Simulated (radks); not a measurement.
Task: These are the eigenvalues of the occupied orbitals of an atom or ion with whole-number occupations (Ry). Calculated with a radial shooting solver on a logarithmic mesh with Libxc functionals: scalar-relativistic Kohn-Sham, PBEsol, spin-unpolarised, spherical densities, finite nucleus; Fermi nuclear charge, rms radius of each element as measured or else 0.836 A^(1/3) + 0.57 fm.

orbital  eigenvalue
1s        -1860.621
2s        -273.9706
2p        -245.7983
3s        -50.20776
3p        -40.95473
3d        -26.34884
4s         -6.97971
4p         -4.30070
4d         -0.54780
5s         -0.32493

Which element is it, and in what charge state? The configuration may be excited.

Result: Z = 47, silver, charge 0: Ag in [Kr] 4d10 5s1. The list shows which subshells hold electrons but not how many an open one holds; the 1s level, -930.31 hartree, gives Z - s = 43.1 by -(Z - s)^2/2, which with screening and relativity narrows Z to a few neighbours, and the depths of the outer levels then fix element, charge and occupations together.
